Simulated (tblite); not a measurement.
Species: C3H10O2Si2.
SMILES: `[Si]1(C)(CO[SiH2]O1)C`

All values are computed: GFN2-xTB (tblite) harmonic vibrations without scaling, gas phase. Against measured fundamentals such values can be off by several per cent, at times by over 20. Modes of hydrogen on silicon can be 10 to 20 % off.

Harmonic wavenumbers (cm⁻¹): 63.8, 93.8, 104.3, 116.0, 158.5, 159.9, 183.8, 248.0, 362.3, 465.5, 514.2, 605.1, 632.1, 665.9, 719.9, 723.1, 747.1, 764.0, 784.5, 796.1, 810.8, 840.1, 848.2, 860.0, 924.3, 1081.5, 1171.5, 1256.3, 1366.6, 1369.7, 1472.3, 1473.1, 1477.6, 1478.9, 1483.1, 2331.0, 2359.6, 2916.3, 2938.7, 3040.0, 3043.7, 3048.0, 3050.0, 3051.1, 3054.0.

A = 2846, B = 1328, C = 1320 MHz; mass 134.022 u (most abundant isotopes); point group Cs, symmetry number 1.

Question: What is the zero-point energy?

Answer: Half the sum of the wavenumbers: 27827 cm⁻¹ = 332.89 kJ/mol.

Question: Give the ideal-gas entropy at 273.15 K and 1 bar in the rigid-rotor, harmonic-oscillator model (classical rotation).

Answer: Translation 168.12, rotation 118.39, vibration 114.12: S = 400.6 J/(mol K).

Question: And Cp and H(273.15 K) − H(0)?

Answer: Cp = 151.71 J/(mol K), of which vibrations give 118.45 (their classical limit is 45 R = 374.2); H(273.15 K) − H(0) = 25.78 kJ/mol without the zero-point energy, 16.69 from vibrations.

Question: What must be added to the electronic energy to get the Gibbs energy at 273.15 K and 1 bar?

Answer: ZPE + [H(273.15 K) − H(0)] − T·S = 332.89 + 25.78 − 109.43 = 249.24 kJ/mol.

Question: How do the functions run with temperature in this model?

Answer: 
| T (K) | S (J/(mol K)) | Cp (J/(mol K)) | H − H(0) (kJ/mol) | G − H(0) (kJ/mol) | ln q(vib) |
| --- | --- | --- | --- | --- | --- |
| 100 | 289.4 | 83.0 | 5.63 | -23.31 | 1.59 |
| 200 | 358.3 | 121.2 | 15.79 | -55.87 | 4.39 |
| 300 | 415.4 | 162.5 | 30.00 | -94.61 | 7.10 |
| 500 | 514.8 | 227.8 | 69.49 | -187.91 | 12.32 |
| 800 | 636.0 | 287.2 | 147.54 | -361.25 | 19.55 |
| 1000 | 703.0 | 313.4 | 207.73 | -495.30 | 23.92 |

q(vib) and H(0) count from the zero-point level.

Hindered rotation and anharmonicity are outside this model.
